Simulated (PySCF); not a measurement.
CH₃Se, SMILES C[Se] (connectivity only; charge and spin as stated), charge -1, multiplicity 1.

The structure is a stationary point at PBE0-D3(BJ)/def2-TZVPD. The multiplicity is an assumed one; other spin states were not compared. The isomer is the one that the SMILES or the coordinates give; other isomers of the formula were not compared.

All values below come from B3LYP/def2-TZVPD (PySCF).

Gas-phase values at a fixed geometry. A positive occupied level means that this level leaves the electron formally unbound; only the finite basis holds it.

```yaml
total_energy: -2441.55599 hartree
point_group: C3v
highest_occupied_level: 0.30 eV
lowest_empty_level: 3.68 eV
orbital_gap: 3.38 eV
dipole_moment_about_the_centre_of_nuclear_charge: 2.13 D
mean_static_polarisability: 78.2 bohr³ (11.58 Å³)
polarisability_principal_values: 77.4, 77.4, 79.7 bohr³
```
